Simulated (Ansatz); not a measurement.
Relaxation of the cluster LaF₃ with RKS r2SCAN-D4/def2-TZVP.

```sh
$ ansatz run in.yaml --threads 4 --pin off --events-out ev --progress --plain --max-ram 3916MiB
```

```yaml
crystal:
  periodic: [false, false, false]
  atoms:
    - {symbol: La, position_ang: [-0.229020, 0.263220, -0.053430]}
    - {symbol: F, position_ang: [-0.279550, -0.021140, 1.913580]}
    - {symbol: F, position_ang: [-0.981920, -1.232720, -1.122450]}
    - {symbol: F, position_ang: [1.490500, 0.990640, -0.737700]}
basis:
  gaussian: {orbitals: def2-TZVP}
hamiltonian: {xc: r2scan, dispersion: d4}
scf: {lower_state_search: "off"}
output: {orbitals: {seedname: orbitals}}
relax: {f_tol: 0.02, max_steps: 100}
```

Run time 6 s (4 threads of Arm Neoverse V1 on a shared host).

Positions (Å) and forces (eV/Å) at steps 1, 2, 3, 4 of 4:

```xyz
4
step=1 energy=-9016.6631 eV
La   -0.229    0.263   -0.053   -2.275    2.685   -0.508
F    -0.280   -0.021    1.914   -0.016   -0.735    4.342
F    -0.982   -1.233   -1.122   -1.573   -3.431   -2.353
F     1.490    0.991   -0.738    3.864    1.481   -1.481
4
step=2 energy=-9017.5647 eV
La   -0.308    0.354   -0.071    0.569   -0.647    0.132
F    -0.285   -0.045    2.089   -0.042    0.190   -0.824
F    -1.049   -1.365   -1.219    0.246    0.685    0.424
F     1.642    1.056   -0.800   -0.773   -0.228    0.268
4
step=3 energy=-9017.6301 eV
La   -0.276    0.318   -0.063   -0.032    0.037   -0.008
F    -0.290   -0.034    2.054   -0.001   -0.010    0.068
F    -1.041   -1.332   -1.202   -0.026   -0.052   -0.037
F     1.606    1.049   -0.789    0.059    0.025   -0.024
4
step=4 energy=-9017.6306 eV
La   -0.269    0.310   -0.062   -0.002    0.002    0.000
F    -0.293   -0.031    2.061    0.000   -0.001    0.001
F    -1.047   -1.334   -1.207    0.000   -0.001    0.000
F     1.610    1.055   -0.793    0.001    0.000    0.000
```

In the def2 sets La takes a core potential; there is no spin–orbit coupling. The structure comes from a short search, and lower isomers may exist.
